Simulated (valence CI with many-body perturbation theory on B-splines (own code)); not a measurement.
# Hyperfine factors and g values of Ir LVII

Level of theory: configuration interaction combined with many-body perturbation theory (CI+MBPT): three valence electrons over a frozen Dirac-Fock core [Ar], radial functions for each j: 7 s, 7 p, 8 d, 6 f, 4 g, 1 h, with the one-electron correlation potential Σ1, the two-electron term Σ2, the three-electron term Σ3, Breit, model QED; selected CI, second order for the rest, scaled by the run's own slope (own B-spline code, finite nucleus).

No measured spectrum was set against this ion. As an estimate, large intervals hold to a few tenths of a per cent, small ones and those within an open d or f shell to about a per cent. Excitations out of the core, of the other parity, are not computed and may begin above about 245 eV (a cautious bound); beyond it only levels of the ground parity were kept, without lifetimes. Only levels of the ground parity were solved; by the run's estimate the other parity begins above the list, which can be wrong where configurations are misplaced.

A/g_I is the dipole constant over the nuclear g factor μ/I (μ in nuclear magnetons, uniformly magnetised nucleus), B/Q the quadrupole constant per barn. Both hold the static response of the core; the bare values leave it out. Large factors of s and p1/2 electrons are usually good to 5 to 10 %; those of open d and f shells near neutrality can be off by tens of per cent, and small factors of p3/2, d and f electrons come from cancelling terms and can be off by a factor of two or in sign, in half-filled shells by more. B is blank for J = 1/2, where it vanishes, and for nearly pure S terms. Energies count from the lowest level.

Levels are named by their leading jj configuration (3d3/2^4 stands for four electrons in 3d with j = 3/2), which in mixed levels can hold well under half, so a name can repeat and another be missing. Letters in brackets count levels of one name in rising energy.

```
                    Level  E (cm⁻¹)      g  A/g_I (MHz)  A/g_I bare  B/Q (MHz/b)  B/Q bare
          (3d3/2^3) J=3/2         0  0.728       124000      123000       -77200    -78000
(3d3/2^2 3d5/2) J=5/2 [a]    649250  1.052        70500       70800       -40800    -41300
    (3d3/2^2 3d5/2) J=3/2    701970  1.160        56600       57200       -13500    -13700
    (3d3/2^2 3d5/2) J=9/2    732130  1.027        79700       80000        90300     91000
    (3d3/2^2 3d5/2) J=7/2    735130  1.031        77400       77600        34500     34700
    (3d3/2^2 3d5/2) J=1/2    747790  1.791       -55600      -52800                       
(3d3/2^2 3d5/2) J=5/2 [b]    950230  1.223        47400       48200       136000    137000
(3d3/2 3d5/2^2) J=7/2 [a]   1371300  1.120        56500       57000       -11000    -11200
    (3d3/2 3d5/2^2) J=9/2   1410800  1.126        59800       60400        24800     24900
(3d3/2 3d5/2^2) J=3/2 [a]   1456200  1.099        68300       68700       -76500    -77200
    (3d3/2 3d5/2^2) J=1/2   1481300  1.521       -25300      -23500                       
   (3d3/2 3d5/2^2) J=11/2   1490400  1.078        67700       68100       162000    164000
(3d3/2 3d5/2^2) J=5/2 [a]   1492300  1.299        19700       20900        86500     87300
(3d3/2 3d5/2^2) J=5/2 [b]   1570600  1.086        71400       71800       -28300    -28600
(3d3/2 3d5/2^2) J=7/2 [b]   1571400  1.080        69700       70100        31200     31500
(3d3/2 3d5/2^2) J=3/2 [b]   1747000  0.871       112000      112000       105000    106000
          (3d5/2^3) J=9/2   2133600  1.161        48400       49000        10000     10100
          (3d5/2^3) J=3/2   2252800  1.142        50200       50800         5360      5380
          (3d5/2^3) J=5/2   2339000  1.163        48500       49200         9670      9760
```

Task: Take the isotope of mass number 193, with I = 3/2, μ = 0.163 μN and Q = 0.751 b. What is the hyperfine structure of (3d3/2 3d5/2^2) J=7/2 [a]?

Result: From the table A = 6140 MHz, B = -8290 MHz. Shifts from the centre of gravity in MHz: F = 2: -45900, F = 3: -21500, F = 4: 5380, F = 5: 30200.
